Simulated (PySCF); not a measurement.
Isomers of C4H8ClFSi2.

All values: CAM-B3LYP/def2-SVPD (PySCF) at GFN2-xTB geometries, gas phase, one conformer each. Core orbitals are frozen in the response; Δα² is half the sum of the squared differences of the principal polarisabilities.

Problem. Rank by HOMO–LUMO gap, highest first.
A. `[CH2:1]=[C:2]([F:3])[C@@H:4]1[SiH2:5][CH2:6][Si@H:7]1[Cl:8]` with C1–C2–C4–Si5 -125°
B. `[F:1][C:2]1=[C:3]([Cl:4])[CH2:5][SiH2:6][SiH2:7][CH2:8]1` with C2–C3–C5–Si6 -62°, C3–C5–Si6–Si7 48°, C5–Si6–Si7–C8 0°, Si6–Si7–C8–C2 -47°
C. `[F:1][SiH2:2][SiH2:3][C:4]1=[C:5]([Cl:6])[CH2:7][CH2:8]1` with F1–Si2–Si3–C4 175°, Si2–Si3–C4–C5 8°
D. `[F:1][C@@H:2]([Cl:3])[C@@H:4]1[CH:5]=[CH:6][SiH2:7][SiH2:8]1` with F1–C2–C4–C5 -57°, C2–C4–C5–C6 -109°, C5–C6–Si7–Si8 -6°, C6–Si7–Si8–C4 10°, C2–C4–Si8–Si7 108°
E. `[CH3:1][CH2:2][Si@@H:3]([Cl:4])[C:5]#[C:6][SiH2:7][F:8]` with C1–C2–Si3–Cl4 180°
F. `C[SiH2]C#C[Si@@](C)(F)Cl`

Solution. F (9.95 eV), D (9.62 eV), E (9.37 eV), C (8.91 eV), A (8.74 eV), B (8.38 eV).

Problem. Rank by mean static polarisability, lowest first.
A. `C[SiH2]C#C[Si@@](C)(F)Cl`
B. `[F:1][C@@H:2]([Cl:3])[C@@H:4]1[CH:5]=[CH:6][SiH2:7][SiH2:8]1` with F1–C2–C4–C5 -57°, C2–C4–C5–C6 -109°, C5–C6–Si7–Si8 -6°, C6–Si7–Si8–C4 10°, C2–C4–Si8–Si7 108°
C. `[CH2:1]=[CH:2][Si@H:3]([Cl:4])/[C:5]([F:6])=[CH:7]/[SiH3:8]` with C1–C2–Si3–Cl4 -137°, C2–Si3–C5–F6 -65°

Solution. B (16.36 Å³), A (16.59 Å³), C (17.23 Å³).

All values together:

```
                            SMILES  μ (D)  HOMO (eV)  LUMO (eV)  α (Å³)  Δα (Å³)
     F[Si@@]1([SiH3])C=CC[C@@H]1Cl   1.66      -9.16       0.08   16.17     5.32
       F[C@@H](Cl)C[SiH2]C#C[SiH3]   2.46      -9.57       0.32   17.30     6.75
          C[SiH2]C#C[Si@@](C)(F)Cl   2.25      -9.70       0.24   16.59     7.58
     C=C(F)[C@@H]1[SiH2]C[Si@H]1Cl   1.15      -8.19       0.55   16.52     4.39
          F[SiH2][SiH2]C1=C(Cl)CC1   3.15      -8.64       0.28   16.58     5.92
           CC[Si@@H](Cl)C#C[SiH2]F   0.57      -9.69      -0.32   16.44     6.64
     C=C[Si@@]1(Cl)C[SiH2][C@@H]1F   3.06      -8.86       0.13   16.43     6.96
    C=C(F)[C@@H]1[SiH2]C[Si@@H]1Cl   2.53      -8.15       0.62   16.45     4.25
       C=C[Si@H](Cl)/C(F)=C/[SiH3]   0.98      -9.15      -0.02   17.23     7.72
      C=C[Si@@H](Cl)/C(F)=C\[SiH3]   0.97      -9.19      -0.16   16.74     7.81
F[C@@H](Cl)[C@@H]1C=C[SiH2][SiH2]1   1.75      -9.16       0.46   16.36     3.31
          FC1=C(Cl)C[SiH2][SiH2]C1   3.02      -7.97       0.41   16.77     5.46
```

Conformers: `[F:1][Si@@:2]1([SiH3:3])[CH:4]=[CH:5][CH2:6][C@@H:7]1[Cl:8]` with F1–Si2–C4–C5 102°, C4–C5–C6–C7 9°, C5–C6–C7–Cl8 106°, F1–Si2–C7–C6 -100°; `[F:1][C@@H:2]([Cl:3])[CH2:4][SiH2:5][C:6]#[C:7][SiH3:8]` with F1–C2–C4–Si5 62°, C2–C4–Si5–C6 59°; `[CH2:1]=[C:2]([F:3])[C@@H:4]1[SiH2:5][CH2:6][Si@H:7]1[Cl:8]` with C1–C2–C4–Si5 -125°; `[F:1][SiH2:2][SiH2:3][C:4]1=[C:5]([Cl:6])[CH2:7][CH2:8]1` with F1–Si2–Si3–C4 175°, Si2–Si3–C4–C5 8°; `[CH3:1][CH2:2][Si@@H:3]([Cl:4])[C:5]#[C:6][SiH2:7][F:8]` with C1–C2–Si3–Cl4 180°; `[CH2:1]=[CH:2][Si@@:3]1([Cl:4])[CH2:5][SiH2:6][C@@H:7]1[F:8]` with C1–C2–Si3–Cl4 -2°; `[CH2:1]=[C:2]([F:3])[C@@H:4]1[SiH2:5][CH2:6][Si@@H:7]1[Cl:8]` with C1–C2–C4–Si5 -138°; `[CH2:1]=[CH:2][Si@H:3]([Cl:4])/[C:5]([F:6])=[CH:7]/[SiH3:8]` with C1–C2–Si3–Cl4 -137°, C2–Si3–C5–F6 -65°; `[CH2:1]=[CH:2][Si@@H:3]([Cl:4])/[C:5]([F:6])=[CH:7]\[SiH3:8]` with C1–C2–Si3–Cl4 -1°, C2–Si3–C5–F6 -8°; `[F:1][C@@H:2]([Cl:3])[C@@H:4]1[CH:5]=[CH:6][SiH2:7][SiH2:8]1` with F1–C2–C4–C5 -57°, C2–C4–C5–C6 -109°, C5–C6–Si7–Si8 -6°, C6–Si7–Si8–C4 10°, C2–C4–Si8–Si7 108°; `[F:1][C:2]1=[C:3]([Cl:4])[CH2:5][SiH2:6][SiH2:7][CH2:8]1` with C2–C3–C5–Si6 -62°, C3–C5–Si6–Si7 48°, C5–Si6–Si7–C8 0°, Si6–Si7–C8–C2 -47°.
